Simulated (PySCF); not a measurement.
# Worked example: entropy of an ideal gas

Al(H)(F)(NH2) (AlFH3N), SMILES [NH2][AlH][F].

The structure is a stationary point at r2SCAN-D4/def2-TZVP. The values are those of a single conformer.

r2SCAN-D4/def2-TZVP run with PySCF 2.14.0 gives the harmonic wavenumbers 218, 381, 400, 514, 579, 707, 778, 903, 1564, 1990, 3577, 3667 cm⁻¹ and the rotational temperatures 1.3655, 0.3108, 0.2532 K. The molar mass is 63.01 g/mol, the symmetry number 1, the spin multiplicity 1.

### Question
Work out the entropy at 298.15 K and 1 atm in the rigid-rotor, harmonic-oscillator model.

### Answer

Translation (Sackur–Tetrode at 1 atm): S = R[1.5 ln M + 2.5 ln T − 1.16487] = 160.4 J/(mol K).
Rotation: q = (√π/σ) T^1.5/√(θA θB θC) = 27800, S = R[ln q + 3/2] = 97.6 J/(mol K).
Vibration: with u = 1.4388 ν/T, each mode gives R[u/(e^u − 1) − ln(1 − e^−u)]:
| ν (cm⁻¹) | modes | u | S (J/(mol K)) |
|---|---|---|---|
| 218 | 1 | 1.05 | 8.27 |
| 381 | 1 | 1.84 | 4.33 |
| 400 | 1 | 1.93 | 4.03 |
| 514 | 1 | 2.48 | 2.61 |
| 579 | 1 | 2.79 | 2.04 |
| 707 | 1 | 3.41 | 1.25 |
| 778 | 1 | 3.75 | 0.95 |
| 903 | 1 | 4.36 | 0.58 |
| 1564 | 1 | 7.55 | 0.04 |
| 1990 | 1 | 9.60 | 0.01 |
The stiffer modes add less than 0.005 each. Sum 24.1 J/(mol K).
Spin: R ln 1 = 0.0 J/(mol K).
Total 282.1 J/(mol K); the program's own thermochemistry gives 282.1. Translation makes up 57 % and vibration 9 %. Anharmonicity, hindered rotation and orbital degeneracy are left out.
